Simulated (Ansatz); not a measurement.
Molecule: C2H9OSi2 (charge 0, doublet). It need not be the lowest isomer of its formula. SMILES: [SiH2](O[SiH]C)C
Coordinates optimised at B3LYP-D3(BJ)/def2-TZVP (Ansatz, a first-principles code):
```xyz
14

C      2.7889     0.4823     0.3932
Si     1.5085    -0.7697    -0.1636
O      0.0156    -0.1146     0.0567
Si    -1.6035    -0.2445    -0.1997
C     -2.4291     1.3329     0.3460
H      3.7966     0.1023     0.2143
H      2.6662     1.4150    -0.1652
H      2.6886     0.7039     1.4566
H      1.6840    -1.0875    -1.6151
H     -2.1273    -1.3989     0.5709
H     -1.8515    -0.4911    -1.6422
H     -3.5094     1.2726     0.1925
H     -2.0532     2.1868    -0.2208
H     -2.2472     1.5204     1.4060
```
Charge 0, spin multiplicity 2.

Parts of the frozen-core correlation energy in 6-31G (Ansatz, hartree). Frozen orbitals: 13; correlated occupied orbitals by spin: 16 and 15; virtual: 42 and 43. Open shells are spin-unrestricted. No spin-orbit coupling. No relativistic terms.

```tsv
term	value
reference (HF)	-733.57854
MP2 opposite-spin	(withheld)
MP2 same-spin	(withheld)
CCSD correlation	-0.44815
(T)	(withheld)
T1 diagnostic	0.012
largest doubles amplitude	0.013
<S^2> of the reference	0.752
```

Question: What belongs in the gaps?

Answer: 
- MP2 opposite-spin, value: -0.31345
- MP2 same-spin, value: -0.08363
- (T), value: -0.00886
